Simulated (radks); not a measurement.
Q: The mean radii <r> (bohr) of the occupied orbitals of an atom or ion are listed with their occupations. All-electron calculation, scalar-relativistic Kohn-Sham, PBE, spin-unpolarised, spherical densities, point nucleus. Program: a radial shooting solver on a logarithmic mesh with Libxc functionals.

orbital  occ.      <r>
1s          2  0.01604
2s          2  0.06748
2p          6  0.06131
3s          2   0.1717
3p          6   0.1727
3d         10   0.1556
4s          2   0.3408
4p          2   0.3513

Name the element and its charge.

A: Z = 82, lead, charge +50: Pb50+ in [Ar] 3d10 4s2 4p2. The 1s radius gives Z: for a bare nucleus <r> = (2 gamma + 1)/(2Z) with gamma = sqrt(1 - (Z/c)^2), 0.01587 bohr for Z = 82, and screening makes it slightly larger (0.01604 here). The occupations add up to 32, and the charge is Z minus that.
